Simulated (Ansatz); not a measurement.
Reaction (ligand exchange at the Al–C bond): `[AlH2][CH2][GeH3]` + `C[SiH](N)Cl` → `C[SiH](Cl)[NH][AlH2]` + `[CH3][GeH3]`

Gas-phase electronic energies from Ansatz, PBE0-D4/def2-TZVP geometries. CCSD(T)/CBS is the MP2 limit (def2-TZVPP, def2-QZVPP) plus CCSD(T) − MP2 in def2-TZVPP, frozen cores. DFT in def2-TZVPP. B3LYP here is the variant with VWN-RPA as its local correlation; programs differ in this. For Ge outer-core shells are correlated without core-valence functions, which leaves a few kJ/mol of doubt a bond. Scalar relativity is left out up to krypton. Each species was taken in one conformer, which may not be the lowest.

```
         level  ΔE (kcal/mol)
     r2SCAN-D4          -23.8
      B3LYP-D4          -24.4
           PBE          -22.1
         B3LYP          -24.0
MP2/def2-TZVPP          -24.5
 HF/def2-QZVPP          -25.2
  HF/CBS(def2)          -25.2
 MP2/CBS(def2)          -23.9
```

(1) What does CCSD(T)/CBS give? (Best estimate.)

Largest T1 diagnostic among the species: 0.011.

Results:

(1) Computed: -23.7 kcal/mol. The listed levels differ from it by -0.1, -0.7, 1.6, -0.3, -0.8, -1.5, -1.5, -0.2 kcal/mol.
